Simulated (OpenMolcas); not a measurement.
V2+ (d3) in a complex was computed by SS-CASPT2, IPEA 0.25 Eh, imaginary shift 0.1 Eh with the d shell active (OpenMolcas, ANO-RCC-VDZP on the metal). Its lowest spin-free states, and all those of the highest spin:

| 2S+1 | Degeneracy | E (cm-1) |
| --- | --- | --- |
| 4 | 3 | 0 |
| 4 | 3 | 1930 |
| 4 | 1 | 6000 |
| 2 | 2 | 10750 |
| 2 | 3 | 10850 |
| 2 | 3 | 11310 |
| 2 | 1 | 11990 |
| 4 | 3 | 12040 |
| 2 | 3 | 14180 |
| 2 | 3 | 15840 |
| 2 | 3 | 16230 |
| 2 | 2 | 16970 |

Is the site octahedral, tetrahedral or cube-like, axial, or of lower symmetry?

The states with 2S+1 = 4 have orbital degeneracies 3, 3, 1, 3. Threefold states need a cubic site. For d3 at this spin an octahedron puts the single A2 below the threefold T2 and a tetrahedron or cube puts the threefold T1 below the threefold T2, so the site is a tetrahedron or a cube, which this pattern cannot tell apart. The run had V2+ with 4 ligands (chloride) in tetrahedral coordination (Td) at 2.42 Å. A charge of +0.5 e stands 2.8 Å behind each ligand. Ligand basis ANO-RCC-VDZP.

Roots that are degenerate in the reference are averaged as groups; the widest CASPT2 spread within a group is 620 cm-1 (the 3-fold group of multiplicity 4 near 1930 cm-1 above the lowest state of its run). Shifts and gaps below about the spread of the groups concerned are not significant. Over all roots computed the reference weight is 0.74 to 0.75; a low but even weight reflects the number of correlated electrons. An orbital triplet at a regular site is open to Jahn-Teller coupling, which can distort the site and quench the lowest spin-orbit gaps and is left out. Ligand-to-metal charge-transfer states are missing. These CASPT2 states fit no ligand-field parameters well, so their order and spin gaps are uncertain. With no ligand orbital active B as a rule stays too high, so bands that hang on it stand too high and its fall with covalency is understated. With one d shell and no ligand orbital active, 10Dq can be off by tens of per cent for divalent 3d ions, low with halides held by bare charges and at times high in hosts. Free-ion shares, where given, are those of the reference states; single-state CASPT2 does not remix them. No measured value stands beside these numbers; the geometry is a model, was not optimised and need not be the one that this ion takes.
